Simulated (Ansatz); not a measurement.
A nudged elastic band was laid between two geometries of C2H7Ga (10 atoms, charge 0, multiplicity 1).

Computed with RKS BHLYP/def2-SVP (Ansatz 0.2.0).

- movable images: 9
- climbing image: yes
- spring: 5.0 eV/Å²
- optimiser: quadratic models (default)
- start path: straight line
- force threshold: 0.05 eV/Å
- iteration limit: 60
- end points: relaxed

Image 0:

```xyz
10
Properties=species:S:1:pos:R:3
Ga 0.125 -0.077 0.470
H -0.219 -0.277 1.996
C 2.023 0.025 -0.066
H 2.550 -0.888 0.232
H 2.156 0.164 -1.142
H 2.517 0.854 0.453
C -1.368 0.041 -0.817
H -1.883 -0.925 -0.874
H -2.112 0.772 -0.482
H -1.040 0.311 -1.823
```

Image 10:

```xyz
10
Properties=species:S:1:pos:R:3
Ga -1.509 -1.549 0.272
H 1.026 0.574 1.784
C 1.760 0.820 1.014
H 2.362 -0.063 0.788
H 1.247 1.153 0.110
H 2.410 1.619 1.377
C -1.184 -0.755 -1.578
H -1.618 -1.387 -2.365
H -1.635 0.243 -1.668
H -0.111 -0.654 -1.788
```

Q: Which bonds break or form, and what moves?

A: Bonds broken: Ga1–H2, Ga1–C3. Bonds formed: H2–C3. C2H7Ga becomes CH3Ga + CH4.

Q: What energy profile does the band end with?

A: The forces met the threshold. The highest image is number 5 of 0 to 10, 3.08 eV above the first end and 2.75 eV above the last; the last end lies 0.32 eV above the first. Neighbouring images differ by up to 2.3 eV, so the band resolves the path poorly. Another band between the same ends (9 images) ends at a top of the same energy, where a vibrational analysis finds 1 clearly imaginary mode. The orbitals stay closed-shell, which can raise the energy where a bond breaks towards radicals; this wasn't checked here.

| image | path coordinate (Å) | energy (eV) | Ga1–H2 (Å) | Ga1–C3 (Å) | H2–C3 (Å) |
| --- | --- | --- | --- | --- | --- |
| 0 | 0.00 | 0.00 | 1.58 | 1.98 | 3.06 |
| 1 | 0.89 | 0.00 | 1.58 | 1.97 | 3.07 |
| 2 | 1.78 | 0.01 | 1.57 | 1.98 | 3.08 |
| 3 | 2.67 | 0.02 | 1.57 | 1.97 | 3.07 |
| 4 | 3.56 | 0.73 | 1.53 | 1.97 | 2.57 |
| 5 | 4.44 | 3.08 | 1.55 | 2.32 | 1.76 |
| 6 | 5.13 | 0.94 | 1.93 | 2.67 | 1.16 |
| 7 | 5.81 | 0.38 | 2.56 | 3.30 | 1.09 |
| 8 | 6.49 | 0.33 | 3.20 | 3.84 | 1.09 |
| 9 | 7.18 | 0.32 | 3.47 | 4.05 | 1.09 |
| 10 | 7.86 | 0.32 | 3.64 | 4.11 | 1.09 |

Q: What is the geometry of the highest image?

A: 
```xyz
10
Properties=species:S:1:pos:R:3
Ga -0.579 -0.514 0.692
H 0.491 -0.179 1.759
C 1.515 0.449 0.472
H 1.997 -0.259 -0.211
H 1.269 1.381 -0.047
H 2.184 0.661 1.307
C -0.986 -0.410 -1.231
H -1.945 -0.868 -1.472
H -1.006 0.644 -1.526
H -0.191 -0.904 -1.797
```

The run took 4.7 min on 2 threads of Arm Neoverse V2, on a shared host, peak memory 0.2 GiB.
